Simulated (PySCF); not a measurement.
A structure optimised at B3LYP-D3(BJ)/def2-SVP, used in a PySCF frequency run:

```xyz
5

Ru     0.0000     0.0000     0.0000
O     -0.9691     0.9691    -0.9691
O      0.9691     0.9691     0.9691
O      0.9691    -0.9691    -0.9691
O     -0.9691    -0.9691     0.9691
```

Write its SMILES, formula and point group.

[O]=[Ru](=[O])(=[O])=[O], O4Ru, Td

What are its rotational constants (standard atomic weights)?

4.2040, 4.2040, 4.2040 GHz
